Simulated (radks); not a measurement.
Trend from La4+ to Lu4+: ionisation energy by Delta-SCF between NIST ground configurations, and size. Method: scalar-relativistic Kohn-Sham, r2SCAN, spin-polarised, spherical densities, finite nucleus; open shells are filled with parallel spins first (spin-orbit coupling, left out, can overturn this in heavy ions); meta-GGA in the generalised Kohn-Sham scheme; Fermi nuclear charge, rms radius of each element as measured or else 0.836 A^(1/3) + 0.57 fm; computed with a radial shooting solver on a logarithmic mesh with Libxc functionals.

| species | configuration | IE (eV) | NIST (eV) | kind | -e(HOMO) (eV) |
|---|---|---|---|---|---|
| La4+ | [Kr] 4d10 5s2 5p5 | 62.678 | 62 | semi-emp. | 56.837 (5p) |
| Ce4+ | [Xe] | 66.821 | 65.6 | semi-emp. | 60.616 (5p) |
| Pr4+ | [Xe] 4f1 | 58.541 | 57.53 | semi-emp. | 48.440 (4f) |
| Nd4+ | [Xe] 4f2 | 69.155 | - |  | 50.208 (4f) |
| Pm4+ | [Xe] 4f3 | 70.254 | - |  | 51.824 (4f) |
| Sm4+ | [Xe] 4f4 | 63.899 | 62.7 | semi-emp. | 53.310 (4f) |
| Eu4+ | [Xe] 4f5 | 72.353 | - |  | 54.678 (4f) |
| Gd4+ | [Xe] 4f6 | 73.363 | - |  | 55.941 (4f) |
| Tb4+ | [Xe] 4f7 | 74.353 | - |  | 57.108 (4f) |
| Dy4+ | [Xe] 4f8 | 75.907 | - |  | 50.698 (4f) |
| Ho4+ | [Xe] 4f9 | 77.400 | - |  | 52.164 (4f) |
| Er4+ | [Xe] 4f10 | 78.849 | - |  | 53.520 (4f) |
| Tm4+ | [Xe] 4f11 | 80.265 | - |  | 54.777 (4f) |
| Yb4+ | [Xe] 4f12 | 81.655 | - |  | 55.945 (4f) |
| Lu4+ | [Xe] 4f13 | 68.446 | 66.8 | semi-emp. | 57.031 (4f) |

Reference values: NIST Atomic Spectra Database (exp. = measured, semi-emp. = semi-empirical, theory = theoretical value adopted there). Open shells are spherical and high-spin; term and fine-structure splittings are not resolved. Spin-orbit splitting is averaged out at the scalar-relativistic level. No tabulated value is given for the 4+ ions of Nd, Pm and Eu to Yb, where it belongs to another shell than the one emptied here.
